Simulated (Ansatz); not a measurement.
Question: Name a neutral molecule of B, C, I and H with HOMO–LUMO gap (PBE0/def2-TZVPP) between 5.50 and 5.80 eV and size of the dipole moment (B3LYP/def2-TZVPP) between 1.45 and 1.75 D (Ansatz, PBE0-D4/def2-TZVP geometry).

Answer: `BCCI` (5.51 eV, 1.60 D). Other molecules can fit too; these were computed, each in one conformer that needn't be the lowest.

B3LYP here is the variant with VWN-RPA as its local correlation; programs differ in this.
